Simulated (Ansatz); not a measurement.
The cluster ZnI₂⁻. The state is a doublet with charge -1. Geometry r2SCAN-D4/def2-TZVPD.

```xyz
3

Zn   -1.223   -1.231    1.070
I     1.716    0.553    0.649
I    -0.494    0.679   -1.719
```

In the def2 sets I takes a core potential; there is no spin–orbit coupling. B3LYP takes the VWN-RPA correlation. In the doublet, I2 and I3 lie 3.24 Å apart (atoms count from 1), so these atoms are partly bonded to each other. Another isomer (doublet) lies 1.43 eV lower at PBE0-D4/def2-TZVPD; other spin states weren't run for this one.

**Question.** Estimate the α-spin orbital energies around the gap (eV) in Ansatz with LDA (SPW92)/def2-TZVPD, PBE-D4/def2-TZVPD, r2SCAN-D4/def2-TZVPD, B3LYP-D4/def2-TZVPD, PBE0-D4/def2-TZVPD.

**Answer.** 
```json
{"orbital": "HOMO−9", "LDA (SPW92)/def2-TZVPD": "-6.71", "PBE-D4/def2-TZVPD": "-6.42", "r2SCAN-D4/def2-TZVPD": "-6.77", "B3LYP-D4/def2-TZVPD": "-8.76", "PBE0-D4/def2-TZVPD": "-9.24"}
{"orbital": "HOMO−8", "LDA (SPW92)/def2-TZVPD": "-6.70", "PBE-D4/def2-TZVPD": "-6.41", "r2SCAN-D4/def2-TZVPD": "-6.76", "B3LYP-D4/def2-TZVPD": "-8.76", "PBE0-D4/def2-TZVPD": "-9.24"}
{"orbital": "HOMO−7", "LDA (SPW92)/def2-TZVPD": "-6.70", "PBE-D4/def2-TZVPD": "-6.41", "r2SCAN-D4/def2-TZVPD": "-6.76", "B3LYP-D4/def2-TZVPD": "-8.75", "PBE0-D4/def2-TZVPD": "-9.23"}
{"orbital": "HOMO−6", "LDA (SPW92)/def2-TZVPD": "-3.87", "PBE-D4/def2-TZVPD": "-3.74", "r2SCAN-D4/def2-TZVPD": "-4.11", "B3LYP-D4/def2-TZVPD": "-4.66", "PBE0-D4/def2-TZVPD": "-5.03"}
{"orbital": "HOMO−5", "LDA (SPW92)/def2-TZVPD": "-3.12", "PBE-D4/def2-TZVPD": "-2.94", "r2SCAN-D4/def2-TZVPD": "-3.23", "B3LYP-D4/def2-TZVPD": "-3.81", "PBE0-D4/def2-TZVPD": "-4.08"}
{"orbital": "HOMO−4", "LDA (SPW92)/def2-TZVPD": "-2.55", "PBE-D4/def2-TZVPD": "-2.40", "r2SCAN-D4/def2-TZVPD": "-2.71", "B3LYP-D4/def2-TZVPD": "-3.26", "PBE0-D4/def2-TZVPD": "-3.55"}
{"orbital": "HOMO−3", "LDA (SPW92)/def2-TZVPD": "-2.01", "PBE-D4/def2-TZVPD": "-1.86", "r2SCAN-D4/def2-TZVPD": "-2.15", "B3LYP-D4/def2-TZVPD": "-2.68", "PBE0-D4/def2-TZVPD": "-2.95"}
{"orbital": "HOMO−2", "LDA (SPW92)/def2-TZVPD": "-1.87", "PBE-D4/def2-TZVPD": "-1.74", "r2SCAN-D4/def2-TZVPD": "-2.03", "B3LYP-D4/def2-TZVPD": "-2.56", "PBE0-D4/def2-TZVPD": "-2.83"}
{"orbital": "HOMO−1", "LDA (SPW92)/def2-TZVPD": "-1.38", "PBE-D4/def2-TZVPD": "-1.17", "r2SCAN-D4/def2-TZVPD": "-1.48", "B3LYP-D4/def2-TZVPD": "-1.92", "PBE0-D4/def2-TZVPD": "-2.20"}
{"orbital": "HOMO", "LDA (SPW92)/def2-TZVPD": "-1.23", "PBE-D4/def2-TZVPD": "-1.14", "r2SCAN-D4/def2-TZVPD": "-1.37", "B3LYP-D4/def2-TZVPD": "-1.85", "PBE0-D4/def2-TZVPD": "-1.92"}
{"orbital": "LUMO", "LDA (SPW92)/def2-TZVPD": "2.24", "PBE-D4/def2-TZVPD": "2.34", "r2SCAN-D4/def2-TZVPD": "2.67", "B3LYP-D4/def2-TZVPD": "2.61", "PBE0-D4/def2-TZVPD": "2.78"}
{"orbital": "LUMO+1", "LDA (SPW92)/def2-TZVPD": "2.37", "PBE-D4/def2-TZVPD": "2.41", "r2SCAN-D4/def2-TZVPD": "2.87", "B3LYP-D4/def2-TZVPD": "2.63", "PBE0-D4/def2-TZVPD": "2.78"}
{"orbital": "LUMO+2", "LDA (SPW92)/def2-TZVPD": "2.37", "PBE-D4/def2-TZVPD": "2.43", "r2SCAN-D4/def2-TZVPD": "3.09", "B3LYP-D4/def2-TZVPD": "2.70", "PBE0-D4/def2-TZVPD": "2.83"}
{"orbital": "LUMO+3", "LDA (SPW92)/def2-TZVPD": "3.06", "PBE-D4/def2-TZVPD": "2.99", "r2SCAN-D4/def2-TZVPD": "3.51", "B3LYP-D4/def2-TZVPD": "3.19", "PBE0-D4/def2-TZVPD": "3.32"}
{"orbital": "LUMO+4", "LDA (SPW92)/def2-TZVPD": "3.18", "PBE-D4/def2-TZVPD": "3.12", "r2SCAN-D4/def2-TZVPD": "3.75", "B3LYP-D4/def2-TZVPD": "3.34", "PBE0-D4/def2-TZVPD": "3.47"}
{"orbital": "LUMO+5", "LDA (SPW92)/def2-TZVPD": "3.52", "PBE-D4/def2-TZVPD": "3.47", "r2SCAN-D4/def2-TZVPD": "3.97", "B3LYP-D4/def2-TZVPD": "3.67", "PBE0-D4/def2-TZVPD": "3.81"}
{"orbital": "β HOMO", "LDA (SPW92)/def2-TZVPD": "-1.33", "PBE-D4/def2-TZVPD": "-1.12", "r2SCAN-D4/def2-TZVPD": "-1.31", "B3LYP-D4/def2-TZVPD": "-1.79", "PBE0-D4/def2-TZVPD": "-1.86"}
{"orbital": "β LUMO", "LDA (SPW92)/def2-TZVPD": "-0.72", "PBE-D4/def2-TZVPD": "-0.45", "r2SCAN-D4/def2-TZVPD": "-0.33", "B3LYP-D4/def2-TZVPD": "0.04", "PBE0-D4/def2-TZVPD": "0.25"}
```
